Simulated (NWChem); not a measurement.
Electron attachment to C4H4N

```xyz
9

C      0.6809     0.0000     0.9823
C      1.0588     0.0000    -0.4259
N      0.0000     0.0000    -1.2431
C     -1.0588     0.0000    -0.4259
C     -0.6809     0.0000     0.9823
H      1.3586     0.0000     1.8350
H      2.0785     0.0000    -0.8220
H     -2.0785     0.0000    -0.8220
H     -1.3586     0.0000     1.8350
```
Charge 0, spin multiplicity 2.

All runs are NWChem calculations. Structure: optimised with UPBE0/def2-SVP, a minimum by its harmonic frequencies.

Basis set: def2-SVPD. The species with one electron more has spin multiplicity 1 and keeps the geometry of the parent. Δ marks differences of total energies (open shells unrestricted). −ε marks an orbital energy of the parent. That orbital need not have the symmetry of the hole or added electron in the Δ rows. The basis adds only a small set of diffuse functions.

B3LYP has NWChem's definition, with VWN1-RPA local correlation. The structure started from a generated list of species. The unpaired electrons of the parent sit in orbitals of symmetry a2 (C2v labels of the run); other states weren't searched. No SCF solution was tested for a lower state.

For the vertical electron affinity, G0W0@B3LYP gives 1.67 eV and G0W0@PBE0 gives 1.53 eV. What do ΔBP86, −ε(beta LUMO) of BP86, ΔPBE0 give?

ΔBP86: 2.01 eV; −ε(beta LUMO) of BP86: 5.01 eV; ΔPBE0: 1.82 eV.
